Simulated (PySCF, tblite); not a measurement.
C8H7B.
Bonds: C1–C2 (triple), C2–C3, C3–C4 (double), C4–C5, C5–C6 (double), C6–B7, B7–C8, C8–C9 (double), C3–C9. Hydrogens: H10 on C1; H11 on C4; H12 on C5; H13 on C6; H14 on B7; H15 on C8; H16 on C9.

Computed with GFN2-xTB (tblite), gas phase: Langevin dynamics at 300 K from the optimised GFN2-xTB geometry, time step 0.5 fs, friction 0.01 fs⁻¹, 2000 steps. Over the second half of the run the saved frames average 255 K.

Frame at 250 fs, instantaneous temperature 353 K:
```
atom  x, y, z in Å
C1     -3.925   -0.189   -0.208
C2     -2.760   -0.017    0.070
C3     -1.387   -0.078    0.241
C4     -0.915   -1.372    0.325
C5      0.438   -1.780    0.443
C6      1.537   -0.976    0.255
B7      1.649    0.484   -0.132
C8      0.559    1.475    0.255
C9     -0.728    1.175    0.513
H10    -4.957   -0.181   -0.210
H11    -1.710   -2.072    0.419
H12     0.571   -2.850    0.640
H13     2.474   -1.524    0.320
H14     2.703    0.946   -0.452
H15     0.791    2.568    0.335
H16    -1.427    1.942    0.795
```

Frame at 425 fs, instantaneous temperature 255 K:
```
atom  x, y, z in Å
C1     -4.459    0.124    0.510
C2     -3.264    0.057    0.606
C3     -1.817   -0.089    0.746
C4     -1.452   -1.457    0.764
C5     -0.186   -1.969    0.576
C6      1.044   -1.370    0.532
B7      1.355    0.116    0.508
C8      0.303    1.249    0.561
C9     -1.044    1.097    0.676
H10    -5.463    0.297    0.313
H11    -2.321   -2.188    0.746
H12    -0.277   -3.064    0.755
H13     1.887   -2.110    0.625
H14     2.534    0.475    0.610
H15     0.718    2.251    0.508
H16    -1.522    2.022    0.605
```

Frame at 625 fs, instantaneous temperature 322 K:
```
atom  x, y, z in Å
C1     -4.255    0.351    0.588
C2     -3.138   -0.092    0.612
C3     -1.728   -0.285    0.679
C4     -1.196   -1.492    0.259
C5      0.080   -1.962   -0.002
C6      1.238   -1.254    0.317
B7      1.458    0.199    0.919
C8      0.332    1.014    1.355
C9     -1.044    0.798    1.227
H10    -5.238    0.656    0.532
H11    -2.057   -2.154    0.036
H12     0.166   -2.918   -0.492
H13     2.164   -1.853    0.246
H14     2.560    0.568    0.927
H15     0.456    1.851    1.967
H16    -1.768    1.476    1.646
```

Frame at 800 fs, instantaneous temperature 221 K:
```
atom  x, y, z in Å
C1     -4.111   -0.049    0.863
C2     -2.926   -0.018    1.084
C3     -1.464   -0.121    1.039
C4     -1.045   -1.189    0.264
C5      0.197   -1.819    0.288
C6      1.350   -1.298    0.804
B7      1.602   -0.010    1.654
C8      0.520    0.973    1.982
C9     -0.795    0.888    1.754
H10    -5.125    0.039    0.719
H11    -1.757   -1.680   -0.362
H12     0.285   -2.784   -0.282
H13     2.225   -1.951    0.709
H14     2.676    0.128    2.059
H15     0.835    1.888    2.518
H16    -1.387    1.669    2.249
```

Frame at 1000 fs, instantaneous temperature 175 K:
```
atom  x, y, z in Å
C1     -4.018    0.870    1.160
C2     -2.854    0.578    1.200
C3     -1.470    0.278    1.172
C4     -1.080   -0.717    0.307
C5      0.207   -1.286    0.030
C6      1.376   -0.927    0.580
B7      1.698    0.316    1.372
C8      0.680    1.217    2.075
C9     -0.739    1.139    2.010
H10    -5.051    1.075    1.133
H11    -1.979   -1.199   -0.085
H12     0.217   -2.120   -0.732
H13     2.161   -1.578    0.287
H14     2.842    0.475    1.593
H15     1.213    1.984    2.724
H16    -1.329    1.739    2.696
```

Q: What do single points at PBE0/pcSseg-1 (PySCF, gas phase) give on these frames?

A: 
```
t (fs)  GFN2-xTB E above start (eV)  DFT E above lowest frame (eV)  HOMO (eV)  LUMO (eV)  dipole (D)
   250                         0.36                           0.04      -6.83      -2.37        1.82
   425                         0.58                           0.12      -6.94      -2.61        1.80
   625                         0.56                           0.17      -6.90      -2.44        1.73
   800                         0.40                           0.03      -6.87      -2.43        1.67
  1000                         0.45                           0.00      -6.99      -2.40        1.75
```

The two levels order the frames alike by energy but for pairs within 0.08 eV at one level; measured from each level's lowest frame they differ by 0.10 eV at most. The HOMO–LUMO gap runs from 4.33 to 4.59 eV. These are instantaneous structures, not minima.

Q: And the isotropic GIAO shieldings (ppm) from the same runs?

A: 
```csv
atom,250 fs,425 fs,625 fs,800 fs,1000 fs,mean,range
C1,89.8,97.7,95.9,99.3,99.4,96.4,9.6
C2,89.1,90.3,91.1,88.5,92.3,90.3,3.8
C3,48.2,44.1,49.6,53.2,52.5,49.5,9.1
C4,31.2,27.1,40.1,35.7,36.9,34.2,13.0
C5,32.3,33.7,36.5,31.9,31.9,33.3,4.6
C6,27.8,21.5,1.6,14.7,27.1,18.5,26.2
B7,54.1,53.1,58.5,55.0,56.5,55.4,5.4
C8,25.9,12.7,37.9,26.9,9.1,22.5,28.8
C9,30.8,35.3,16.5,34.2,21.2,27.6,18.8
H10,28.8,28.9,29.2,29.6,28.6,29.0,1.0
H11,23.4,22.4,23.5,23.6,23.4,23.3,1.2
H12,23.3,23.2,23.1,22.9,22.9,23.1,0.4
H13,23.2,22.5,22.2,22.7,23.5,22.8,1.3
H14,25.0,24.7,25.2,25.3,25.2,25.1,0.6
H15,22.9,22.3,24.1,23.1,21.6,22.8,2.5
H16,23.6,23.6,22.7,23.0,22.8,23.1,0.9
```

The cost below is that of the whole dynamics run. Hardware: one thread, Intel Xeon at 2.80 GHz (x86_64), no GPU, shared host. Cost: 22 s of wall time, 0.18 GiB resident at most.
